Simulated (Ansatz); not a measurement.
A structure relaxed at PBE0-D4/def2-TZVP, charge 0, multiplicity 1:

```xyz
12

C    -0.6929    1.1415   -1.4173
Si   -0.6379   -0.4602   -0.4624
C     0.3191   -0.2026    1.1335
F    -0.1713    0.7724    1.9428
C     1.4029   -0.8259    1.5744
F     1.9796   -1.7994    0.8687
H    -1.3049    1.0326   -2.3156
H    -1.1249    1.9362   -0.8052
H     0.3104    1.4483   -1.7200
H     0.0323   -1.5434   -1.2215
H    -2.0122   -0.8901   -0.0912
H     1.8998   -0.6094    2.5138
```

Q: Give its formula and SMILES.

A: C3H6F2Si, `C[SiH2]/C(F)=C\F`.

Q: Summarise the bond lengths by kind.

A: 2 × C–Si 1.866 to 1.879 Å; 4 × C–H 1.085 to 1.092 Å; 2 × H–Si 1.483 to 1.487 Å; 2 × C–F 1.334 to 1.359 Å; 1 × C–C 1.326 Å.

Program: Ansatz 0.2.0.
